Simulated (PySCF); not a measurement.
# Diatomics of K with the alkali metals

PBE0 with double-zeta basis sets in PySCF, for the lowest determinant that a PBE0 search found; no spin–orbit coupling. De refers to high-spin ground-configuration atoms. A positive dipole means M(−)K(+).

```tsv
M	basis	state (unpaired electrons)	Re (Å)	ωe (cm⁻¹)	De (eV)	μ (D)
Li	x2c-SVPall	singlet (closed shell)	3.423	203	0.65	3.08
Na	def2-SVPD	singlet (closed shell)	3.572	122	0.62	2.83
K	def2-SVP	singlet (closed shell)	4.023	91.3	0.52	n/a
Cs	def2-SVP	singlet (closed shell)	4.387	66.5	0.46	-1.85
```

(1) The row for M = Rb is missing. Estimate Re, ωe and De as the mean of the rows for K and Cs, and compare with the calculation.

The rows differ in basis set, which adds steps of its own.

Closed-shell solutions of metal pairs were not tested for spin polarisation, which can lower them a little. Weak bonds: CsK, KRb. Basis-set superposition, not corrected here, can be much of De in a small basis, most of all at correlated wavefunction levels. Functionals without a dispersion term scatter widely for such bonds, and LDA overbinds them. Spin–orbit coupling is left out.

## Answers

(1) The means are 4.205 Å, 78.9 cm⁻¹ and 0.49 eV. PBE0 in def2-SVP gives KRb as a singlet (closed shell) with Re = 4.156 Å, ωe = 74.2 cm⁻¹, De = 0.48 eV, so the estimate is off by +4.9 pm, +6 % and +0.01 eV.
